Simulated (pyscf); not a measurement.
## H₃C–Re(=O)(=O)=O, singlet

Gas-phase minimum from PySCF at ωB97X-D3(BJ)/def2-SVP, one conformer. 

```
Re
O 1 1.6928
O 1 1.6929 2 113.06
O 1 1.6930 2 113.06 3 130.19
C 1 2.0715 2 105.59 3 -114.92
H 5 1.1004 1 109.15 2 60.05
H 5 1.1004 6 109.83 1 -119.55
H 5 1.1004 6 109.83 7 -120.89
```

Properties at ωB97X-D3(BJ)/def2-SVP:

```
Quantity                                                                                                                                                                                                               Result
---------------------------------------------------------------------------------------------------------------------  ------------------------------------------------------------------------------------------------------
Harmonic wavenumbers, unscaled                                                                                         197, 218, 218, 261, 337, 337, 599, 762, 762, 1045, 1045, 1088, 1265, 1423, 1423, 3075, 3198, 3198 cm⁻¹
Zero-point energy                                                                                                                                                                                               29.2 kcal/mol
Rotational symmetry number                                                                                                                                                                                                  3
Entropy of this conformer at 298 K and 1 atm, rigid rotor and harmonic oscillator, modes under 100 cm⁻¹ raised to 100                                                                                         326.4 J/(mol K)
Dipole moment                                                                                                                                                                                                          3.09 D
```

Single-point totals, which compare only within one level:

```tsv
level	total energy (hartree)
ωB97X-D3(BJ)/def2-TZVP	-344.17736
PBE/def2-TZVP	-343.91102
r²SCAN/def2-TZVP	-344.04655
B3LYP-D3(BJ)/def2-TZVP	-344.15244
PBE0-D3(BJ)/def2-TZVP	-343.81464
M06-2X/def2-TZVP	-343.84829
ωB97M-D3(BJ)/def2-TZVP	-344.10858
```

Soft torsions are taken as harmonic, which can shift the entropy by several J/(mol K). Elements past Kr carry the def2 core potentials, without spin-orbit coupling.
